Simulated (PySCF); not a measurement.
# Spinor energies of O (oxygen, neutral)

Start: [He] 2s2 2p4; 2p1/2 filled at m_j = -1/2, +1/2; 2p3/2 filled at m_j = +1/2, +3/2. Calculated with PySCF 2.14 in x2c-SVPall-2c with one added diffuse shell of s type (4s2p1d, 15 functions): generalised Hartree-Fock with the X2C-1e Hamiltonian and a Gaussian nucleus; one run each with spin-orbit coupling (SO) switched off, then screened by Boettger's factors.

```csv
spinor shell,electrons,"ε, spin-free (eV)","ε, screened SO (eV)",weight of nominal j (screened SO),"rms radius, screened SO (bohr)"
1s1/2,2,-562.53,-562.53,1.000,0.231
2s1/2,2,-33.151,-33.149,1.000,1.28
2p3/2,2,-17.199,-18.489,0.832,1.36
2p1/2,2,-17.199,-15.911,0.669,1.40
```

```json
{"quantity": "E (hartree)", "spin-free": "-74.76985", "screened SO": "-74.77020"}
{"quantity": "M_J", "spin-free": "2", "screened SO": "2"}
{"quantity": "⟨J²⟩", "spin-free": "6.008", "screened SO": "6.008"}
{"quantity": "⟨L²⟩", "spin-free": "2.002", "screened SO": "2.002"}
{"quantity": "⟨S²⟩", "spin-free": "2.006", "screened SO": "2.006"}
```

Each row is a mean over spinors that exchange with the open shell spreads, by up to 9.216 eV (2s1/2).

Rows whose weight is well below 1 are mixtures of j = l ± 1/2: exchange outweighs spin-orbit coupling there, and the label is only the starting occupation.

Without spin-orbit coupling the j labels of p, d and f shells carry no meaning; the spin-free column gives the mean over the occupied spinors of each nl shell.
